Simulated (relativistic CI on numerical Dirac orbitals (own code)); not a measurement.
# Co5+: L2,3 absorption edge

Computed with this model: Dirac-Coulomb-Breit CI, KLI orbitals optimised for each configuration, model QED, valence Slater integrals scaled by 0.7, multiplet model of core-to-valence dipole absorption; configurations [Ar] 3d4 → [He] 2s2 2p5 3s2 3p6 3d5; 10 K; Lorentzian 0.24 eV and Gaussian 0.3 eV FWHM. Energies are those of the free ion, without screening or charge transfer. The branching ratio is the share of the lower-energy edge in the whole absorption, uncertain by about 0.02 where the edges overlap. S is read from ⟨S²⟩ = S(S + 1).

Field parameters in Wybourne normalisation: D3d B²₀ = −7Dσ, B⁴₀ = −14Dq − 21Dτ, B⁴₃ = −14√(10/7) Dq. The field is a parameter set, without covalency.

Computed curve for D3d, 10Dq = 16250, Dσ = -170, Dτ = 110 cm⁻¹, scaled to 100 at the maximum (points under 2 are left out and the grid is thinned):

| Energy (eV) | Intensity |
| --- | --- |
| 786.1 | 2.1 |
| 787.6 | 5.9 |
| 788.0 | 8.5 |
| 788.5 | 22.2 |
| 788.9 | 28.0 |
| 789.4 | 10.1 |
| 789.8 | 16.3 |
| 790.3 | 44.5 |
| 790.7 | 99.7 |
| 791.2 | 30.8 |
| 791.6 | 16.9 |
| 792.1 | 23.1 |
| 792.5 | 53.3 |
| 793.0 | 26.8 |
| 793.5 | 18.7 |
| 793.9 | 21.3 |
| 794.4 | 14.0 |
| 794.8 | 7.6 |
| 795.3 | 4.7 |
| 795.7 | 2.0 |
| 796.5 | 2.3 |
| 796.9 | 2.2 |
| 802.2 | 4.4 |
| 802.6 | 24.2 |
| 803.1 | 16.2 |
| 803.5 | 9.4 |
| 804.0 | 10.2 |
| 804.5 | 4.7 |
| 804.9 | 6.6 |
| 805.4 | 10.3 |
| 805.8 | 7.7 |
| 806.3 | 21.2 |
| 806.7 | 32.0 |
| 807.2 | 14.7 |
| 807.6 | 4.7 |
| 808.1 | 2.3 |
| 808.5 | 3.7 |
| 809.0 | 5.4 |
| 809.4 | 4.2 |
| 810.4 | 2.1 |

The ground state has S = 1.99, and the centroid lies at 795.60 eV.
